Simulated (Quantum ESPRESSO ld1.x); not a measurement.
The numbers below are computed, except where a source is named.
Task: These are the eigenvalues of the occupied orbitals of an atom or ion with whole-number occupations (eV). Code: ld1.x of Quantum ESPRESSO 7.5. Model: scalar-relativistic Kohn-Sham, Slater X-alpha with alpha = 1, spin-unpolarised, spherical densities, point nucleus.

| orbital | eigenvalue |
|---|---|
| 1s | -2804.04 |
| 2s | -267.005 |
| 2p | -207.221 |
| 3s | -24.1075 |
| 3p | -11.5231 |

Which element is it, and in what charge state? The configuration may be excited.

Result: Z = 17, chlorine, charge 0: Cl in [Ne] 3s2 3p5. The list shows which subshells hold electrons but not how many an open one holds; the 1s level, -103.05 hartree, gives Z - s = 14.4 by -(Z - s)^2/2, which with screening and relativity narrows Z to a few neighbours, and the depths of the outer levels then fix element, charge and occupations together.
